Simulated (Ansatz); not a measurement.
Species: H₃GaS₃, SMILES `[SH][Ga]([SH])[SH]` (charge 0, multiplicity 1).

Task: Give a relaxed geometry from B3LYP-D3(BJ)/def2-TZVP in Ansatz (an electronic-structure program).

Result: One answer among several that fit: the end point of this relaxation, one of several conformers (outside a Z-matrix the atoms follow the SMILES, hydrogens last).
Bond lengths (Å): S1–Ga2 2.209, S1–H5 1.344, Ga2–S3 2.215, Ga2–S4 2.211, S3–H6 1.344, S4–H7 1.344. Bond angles (°): Ga2–S1–H5 93.7, S1–Ga2–S3 119.3, S1–Ga2–S4 117.0, S3–Ga2–S4 123.6, Ga2–S3–H6 94.7, Ga2–S4–H7 94.3.
